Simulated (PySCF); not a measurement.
Cl2GaH3N, SMILES [Cl][Ga]([Cl])<-[NH3] (connectivity only; charge and spin as stated), neutral, multiplicity 2. Atoms are numbered in the order given.

```xyz
7

Ga     0.5869    -0.0571     0.0000
Cl    -0.3882     0.6478    -1.8571
Cl    -0.3882     0.6478     1.8571
N     -0.4375    -1.9407     0.0000
H     -1.0330    -1.9411    -0.8308
H     -1.0330    -1.9411     0.8308
H      0.1308    -2.7873     0.0000
```
Charge 0, spin multiplicity 2.

Geometry optimised at PBE0-D3(BJ)/def2-SVP. The multiplicity is an assumed one; no other spin state was optimised. The isomer is the one that the SMILES or the coordinates give; other isomers of the formula were not compared.

All values below come from B3LYP/def2-TZVP (PySCF).

Isolated molecule, no solvent.

Computed frontier levels, dipole moment and polarisability:
```
Item                                                                                                             Result
---------------------------------------------------------------------------------------------  ------------------------
α spin, highest occupied and lowest empty level                                                      -5.68 and -0.61 eV
β spin, highest occupied and lowest empty level                                                      -7.99 and -3.25 eV
dipole moment                                                                                                 1.212 e·Å
quadrupole, principal values (traceless, Buckingham form, about the centre of nuclear charge)  -13.66, -1.53, 15.19 D·Å
mean static polarisability                                                                        67.5 bohr³ (10.01 Å³)
polarisability, principal values                                                                 57.4, 66.0, 79.2 bohr³
⟨S²⟩                                                                                            0.752 (pure state 0.75)
```
